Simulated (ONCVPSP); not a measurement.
## Lu: variants of one ONCV potential

Base potential:

Lu, optimised norm-conserving Vanderbilt (ONCV), made with ONCVPSP 4.0.1 (PBE, scalar-relativistic). Core [Kr] 4d10, reference 4f14 5s2 5p6 5d1 6s1.75 6p0.25. Waves: 5s+6s: rc 2.10 bohr, ncon 5, nbas 8, qcut 4.5 1/bohr, 2 projectors; 5p+6p: rc 2.40 bohr, ncon 3, nbas 6, qcut 5.8 1/bohr, 2 projectors; 5d: rc 2.85 bohr, ncon 3, nbas 8, qcut 6 1/bohr, 2 projectors, debl 1.1 Ha; 4f: rc 0.65 bohr, ncon 5, nbas 9, qcut 30.1 1/bohr, 2 projectors, debl 2.5 Ha. Local part: polynomial inside 0.50 bohr (lpopt 1, dvloc0 4 Ha). Core correction: none.

Cutoffs, loose and tight: the cutoffs (Ha) at which the residual kinetic energy of the hardest occupied pseudo-wave falls to 1 and 0.1 mHa per electron. They do not see the model core or the augmentation charge, which bear on the density cutoff. Test errors are all-electron minus pseudo excitation energies from the reference, over the configurations 4f14 5s2 5p6 5d1 6s2 6p0; 4f14 5s2 5p6 5d1 6s1 6p0; 4f14 5s2 5p6 5d1 6s0 6p0; 4f14 5s1 5p6 5d1 6s2 6p0. A dash means not determined; rows that change the core or the reference have their own tests. The largest error is taken over the tests solved by every variant that gives reliable tests at all: 4f14 5s1 5p6 5d1 6s2 6p0; 4f14 5s2 5p6 5d1 6s0 6p0; 4f14 5s2 5p6 5d1 6s1 6p0.

A true bound ghost makes a file unfit for plane-wave use even where its test errors are small: the radial tests pick states by their node count and pass the ghost by.

```
    change    outcome  cutoff, loose  cutoff, tight  bound ghosts  GHOST(+) flags above zero  largest test error (meV)
      base  generated         344 Ha         384 Ha    s, p, d, f                          s                      -139
p: rc 1.72  generated         344 Ha         384 Ha    s, p, d, f                          s                      -155
p: rc 1.96  generated         344 Ha         384 Ha    s, p, d, f                          s                      -143
p: rc 2.26  generated         344 Ha         384 Ha    s, p, d, f                          s                      -139
 p: rc 2.5  generated         344 Ha         384 Ha    s, p, d, f                          s                      -139
 p: rc 3.2  generated         344 Ha         384 Ha    s, p, d, f                          s                      -146
p: rc 3.42  generated         344 Ha         384 Ha    s, p, d, f                          s                      -148
```

Question: What comes out with this change to the base: p: rc 2.96?

Answer: outcome: generated; cutoff, loose: 344 Ha; cutoff, tight: 384 Ha; bound ghosts: s, d, f; GHOST(+) flags above zero: s, p; largest test error (meV): -138.

Reading the sweep of the p radius (base included, trends over the rows without a ghost): Bound ghosts are found at 1.72, 1.96, 2.26, 2.4, 2.5, 2.96, 3.2, 3.42 bohr. Every judged row has one, so this setting neither creates nor removes them.
